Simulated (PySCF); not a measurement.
Spectrum to structure. Method: PySCF 2.14.0, density-fitted response routines, TDDFT PBE0/def2-SVPD, vertical, gas phase, core orbitals frozen in the response. Geometries: GFN2-xTB, one conformer each.

```
state  E (eV)  λ (nm)       f
   S1    5.48   226.2   0.576
   S2    5.98   207.4  0.0001
   S3    6.18   200.5  0.0008
   S4    6.29   197.1   0.072
   S5    6.45   192.1  0.0000
   S6    6.94   178.7  0.0034
   S7    7.26   170.7   0.095
   S8    7.37   168.1  0.0007
```

Question: Which structure fits? All have the formula C5H6ClF.
A. `FC[C@H]1C/C1=C/Cl`
B. `C=C(Cl)/C=C(/C)F`
C. `F[C@@H]1C[C@@]12C[C@H]2Cl`

Answer: B. Its S1, at 5.48 eV, is the lowest among the candidates; the nearest of the others has S1 at 6.51 eV. S1 is HOMO→LUMO (97%). Löwdin shares by element: HOMO carbon 75% or more (atoms not listed hold the other 25%); LUMO carbon 76% or more (atoms not listed hold the other 24%). At the same level the other candidates give, for their lowest levels:
- `FC[C@H]1C/C1=C/Cl`: 6.51 eV (f 0.320); 6.54 eV (f 0.004); 6.90 eV (f 0.002); 6.98 eV (f 0.001); 7.11 eV (f 0.007); T1 4.17 eV; HOMO -7.52, LUMO -0.45 eV
- `F[C@@H]1C[C@@]12C[C@H]2Cl`: 6.80 eV (f 0.003); 7.25 eV (f 0.005); 7.48 eV (f 0.017); 7.61 eV (f 0.011); 7.94 eV (f 0.040); T1 6.15 eV; HOMO -7.83, LUMO 0.51 eV

Conformer computed: `[CH2:1]=[C:2]([Cl:3])/[CH:4]=[C:5](/[CH3:6])[F:7]`: C1–C2–C4–C5 180°.
Triplets come from the Tamm–Dancoff approximation.
